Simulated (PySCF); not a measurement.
CaF⁺ from Hartree–Fock to correlated methods

State: ¹Σ⁺ (singlet), closed shell. Set-up: PySCF, no relativity, basis sets Ca pcseg-1, F pcseg-1. De refers to Ca⁺ + F in their high-spin ground configurations, without counterpoise correction. A positive dipole points towards F; it is taken about the centre of mass and depends on that origin.

```csv
Level,Re (Å),ωe (cm⁻¹),De (eV),μ (D)
RHF,1.922,697,3.66,-9.79
RHF-MP2,1.918,690,5.51,n/a
RHF-SCS-MP2,1.921,689,5.35,n/a
RHF-CCSD,1.923,688,5.12,n/a
RHF-CCSD(T),1.921,688,5.18,n/a
PBE,1.876,711,6.33,-7.78
PBEsol,1.864,725,6.63,-7.71
r²SCAN,1.878,720,6.19,-8.19
PBE0,1.875,722,5.83,-8.33
M06,1.885,716,6.26,-8.52
MN15,1.870,727,6.04,-8.45
ωB97X,1.882,722,6.21,-8.58
```

(1) Which functional lies closest to RHF-CCSD(T) in De, which farthest, and by how much do they differ from it?

(2) What does the step from GGA to meta-GGA do here, going from PBE to r²SCAN?

(3) What does all correlation do here, going from RHF to RHF-CCSD(T)?

Correlated steps freeze 6 core orbitals. Correlated levels converge slowly with the basis: in double zeta they bind strong bonds too weakly, by up to about 1 eV, and carry superposition errors of some tenths. For an ion De counts to the pair picked by the measured ionisation energies or electron affinities, which need not be the lowest pair at this level. Where the molecule has an RHF reference, its open-shell atoms are computed with UHF.

Results:

(1) Closest is PBE0 (-4.6 pm in Re, +4.9 % in ωe, +0.65 eV in De against RHF-CCSD(T) in the same basis), farthest PBEsol (-5.7 pm in Re, +5.4 % in ωe, +1.45 eV in De). CCSD(T) converges more slowly with the basis than the functionals do and binds too weakly in this one, so the order can change at the basis-set limit.

(2) r²SCAN less PBE: +0.2 pm in Re, +1.3 % in ωe, -0.14 eV in De. 

(3) RHF-CCSD(T) less RHF: -0.1 pm in Re, -1.3 % in ωe, +1.52 eV in De. Correlation nearly always deepens the well. The bond length hardly moves.
